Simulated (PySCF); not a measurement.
C5H3FN2O (charge +1 and doublet state).
Numbering: `[CH3:1][C+:2]=[C:3][c:4]1[n:5][o:6][c:7]([F:8])[n:9]1` (hydrogens: H10, H11, H12 on C1)

Geometry (GFN2-xTB, Å), atoms numbered from 1 in this order:
```xyz
12
C5H3FN2O angstrom
C     -2.9535   -0.1841    0.3535
C     -1.5651   -0.0377    0.2437
C     -0.3510    0.0993    0.1491
C      1.0278    0.2200    0.0462
N      1.6675    1.3548   -0.1999
O      2.9693    1.0778   -0.2236
C      3.0725   -0.2297    0.0112
F      4.2223   -0.7803    0.0463
N      1.9185   -0.8007    0.1825
H     -3.3494   -0.7189   -0.5213
H     -3.4487    0.7904    0.4198
H     -3.2090   -0.7915    1.2312
```

The hyperfine couplings belong to this conformer and change with its torsions.

The calculation used UKS B3LYP, pcH-1 on C F H N O, non-relativistic, mean-field spin-orbit, GIAO in PySCF. Isolated species at its GFN2-xTB geometry, gas phase. The geometry wasn't refined by DFT: couplings that depend on bond lengths, twists or pyramidal angles can differ widely from those at the functional's own minimum, by a factor of two or more for some ions and for spin on atoms past the first row. No stability test was run, so a lower SCF solution isn't excluded.

Principal values of hyperfine tensors in MHz (contact and dipolar terms together), for some of the nuclei:

| atom | isotope | A1 | A2 | A3 |
| --- | --- | --- | --- | --- |
| H12 | 1H | 58.34 | 60.39 | 67.90 |
| F8 | 19F | -24.91 | -22.42 | 99.66 |
| N5 | 14N | -5.57 | -4.42 | 59.53 |
| C4 | 13C | -18.74 | -16.93 | -12.72 |
| C1 | 13C | -17.49 | -15.82 | -6.96 |
| C2 | 13C | -17.98 | -15.27 | 65.00 |
| O6 | 17O | -30.49 | 4.84 | 6.19 |
| H11 | 1H | 2.12 | 3.10 | 8.47 |

Q: Give the isotropic coupling of each nucleus in MHz and in mT (g = 2.0046), and the anisotropic part.

A: a_iso is a third of the trace, T = A − a_iso, and a(mT) = a(MHz)/(g × 13.996).

```csv
atom,a_iso (MHz),a_iso (mT),T1,T2,T3
H12,62.21,2.217,-3.87,-1.82,5.70
F8,17.44,0.622,-42.35,-39.86,82.21
N5,16.51,0.589,-22.08,-20.93,43.02
C4,-16.13,-0.575,-2.60,-0.80,3.41
C1,-13.42,-0.478,-4.07,-2.40,6.47
C2,10.58,0.377,-28.57,-25.85,54.42
O6,-6.49,-0.231,-24.01,11.33,12.68
H11,4.56,0.163,-2.44,-1.47,3.91
```

Q: What spin density at the nucleus of F8 lies behind its contact coupling (g_N = 5.25774)?

A: a_FC = (2μ0/3) gₑ μB g_N μN ρ(0)/(2S·h) = 800.24 MHz × g_N × ρ(0)/(2S), with ρ in bohr⁻³. With a_FC = 17.44 MHz and 2S = 1, ρ(0) = 0.004145 bohr⁻³.

Q: H10 (1H, g_N = 5.58569) isn't in the table. Its spin density at the nucleus is 0.02367 bohr⁻³. What is its contact coupling?

A: By the same relation, a_FC = 105.8 MHz. Its full tensor has the principal values 101.47, 103.58, 112.32 MHz.

Q: Which nucleus of the table has the largest anisotropic coupling, and what is its form?

A: F8: -42.4, -39.9, 82.2 MHz, nearly axial, close to the ratio −1:−1:+2.

Q: What first-order splitting does H12 cause when the field lies along A1, A2 or A3 of its tensor (g taken as isotropic, no quadrupole term)?

A: 2 lines (I = 1/2), spaced by |A_i|/(g × 13.996): 2.08, 2.15, 2.42 mT along the axes of A1, A2 and A3.

The SMILES draws the unpaired electron on C3; the largest computed Mulliken spin population is on N5 (0.42 against 0.19).
